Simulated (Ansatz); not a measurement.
`C[CH]1[CH2][Al]1[CH3]` → `C[CH]1[CH2][AlH]1` + `[CH2]` (triplet)  (formal loss of a carbene)

Program: Ansatz. Geometries: PBE0-D4/def2-TZVP. ΔE: electronic, gas phase. CCSD(T)/CBS adds triple-zeta CCSD(T) − MP2 to the extrapolated MP2 energy (def2 sets, frozen cores). This one scheme is used for every species. DFT in def2-TZVPP. Triplets are unrestricted, without spin–orbit coupling.

CCSD(T)/CBS gives +4.98 eV.

(1) Another level gave +4.92 eV. Which?
A. CCSD(T)/def2-TZVPP
B. PBE/def2-TZVPP
C. r2SCAN/def2-TZVPP
D. PBE0/def2-TZVPP

Largest T1 diagnostic among the species: 0.011.

## Answers

(1) D. PBE0 4.92, PBE 5.01, CCSD(T)/def2-TZVPP 4.86, r2SCAN 4.77 eV.

From PBE to PBE0 (25 % exact exchange), in def2-TZVPP and without D4, ΔE moves by −0.09 eV. In def2-TZVPP, CCSD(T) changes the Hartree–Fock value by +1.45 eV (the triples alone add +0.12 eV) and MP2 by +1.61 eV. The D4 term adds +0.07 eV with B3LYP and +0.04 eV with PBE0; it sums over pairs of atoms, weighted by their polarisabilities, and B3LYP, whose exchange is more repulsive, gets the larger term.

B3LYP here is the variant with VWN-RPA as its local correlation; programs differ in this.
